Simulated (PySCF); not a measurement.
B₃H₂O₃, SMILES [B]1OBOBO1 (connectivity only; charge and spin as stated), charge +1, multiplicity 1. Heavy atoms are numbered as in [B:1]1[O:2][BH:3][O:4][BH:5][O:6]1. Hydrogens are named by the atom that carries them.

The structure is a stationary point at PBE0-D3(BJ)/def2-SVP. The multiplicity is an assumed one; other spin states were not compared. The isomer is the one that the SMILES or the coordinates give; other isomers of the formula were not compared.

The numbers are results of M06-2X/def2-TZVP in PySCF, not measurements.

ESP charges are fitted to the potential on shells at 1.4 to 2.0 van der Waals radii. Atomic charges (e), one atom of each kind:

| atom | ESP fit | IAO | Mulliken | Löwdin |
|---|---|---|---|---|
| B1 | 1.18 | 0.93 | 0.46 | -0.31 |
| O2 | -0.48 | -0.39 | -0.07 | 0.58 |
| B3 (BH) | 0.60 | 0.54 | 0.29 | -0.31 |
| O4 | -0.46 | -0.40 | -0.17 | 0.56 |
| H on B3 | 0.02 | 0.08 | 0.14 | 0.10 |

Give the Mayer and Wiberg (Löwdin basis) orders of the bonds. (An estimate is asked for; the answer gives what the named calculation found.)


```csv
bond,Mayer,Wiberg
B1–O2,1.60,2.06
O2–B3,0.87,1.32
B3–O4,1.25,1.70
O4–B5,1.25,1.70
B1–O6,1.60,2.06
B5–O6,0.87,1.32
```
